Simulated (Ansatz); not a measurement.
H₃O₃Re, SMILES [OH][Re]([OH])[OH] (connectivity only; charge and spin as stated), neutral, multiplicity 3.

Geometry optimised at B3LYP-D3(BJ)/def2-SVP. The multiplicity is an assumed one; other spin states were not compared. The def2 effective core potentials stand for the cores of Re; spin–orbit coupling is left out. The values are those of a single conformer.

Two levels are set side by side: PBE/def2-SVPD (Ansatz, a program for electronic structure) and CAM-B3LYP/def2-SVPD (Ansatz). Energy differences of separate SCF runs at the same geometry; the states with an electron removed or added have multiplicity 4 and 2. Differences are taken from unrounded values.

```
quantity                         CAM-B3LYP   PBE  PBE minus CAM-B3LYP
-------------------------------  ---------  ----  -------------------
vertical ionisation energy (eV)       7.86  7.55                -0.31
```
